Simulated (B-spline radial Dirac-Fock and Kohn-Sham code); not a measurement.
## O⁷⁺: scattering cross sections and density moments

System: the O⁷⁺ ion, configuration 1s1.

Model: Dirac-Fock orbitals of the configuration average with a finite nucleus. Program: a radial B-spline solver.

- Sum of ⟨r⟩: 0.1873 bohr
- Sum of ⟨r²⟩: 0.04678 bohr²
- Sum of ⟨1/r⟩: 8.0137 per bohr
- Langevin diamagnetic susceptibility: -0.0371 × 10⁻⁶ cm³/mol
- Lamb shielding (α²/3)Σ⟨1/r⟩: 142.2 ppm

Coherent scattering is the Thomson cross section weighted by f₀², without anomalous dispersion; incoherent scattering is Klein-Nishina weighted by S. The Lamb formula is the non-relativistic shielding expression. Electron correlation is left out. A dash stands where the photon energy is too low for the impulse approximation behind that column.

```
hν (keV)  coherent (b)  incoherent (b)  incoherent per electron (b)
       1        0.6638               –                            –
       2        0.6593               –                            –
  8.0478        0.5796         0.08206                       0.0821
      10        0.5409          0.1180                        0.118
      20        0.3391          0.2963                        0.296
      50       0.09354          0.4721                        0.472
     200      0.007262          0.3993                        0.399
    1000     0.0002966          0.2109                        0.211
```

Incoherent scattering overtakes coherent scattering between 20 and 50 keV.

Values without a named source are computed, but for edge energies of neutral atoms, which are taken from tables.
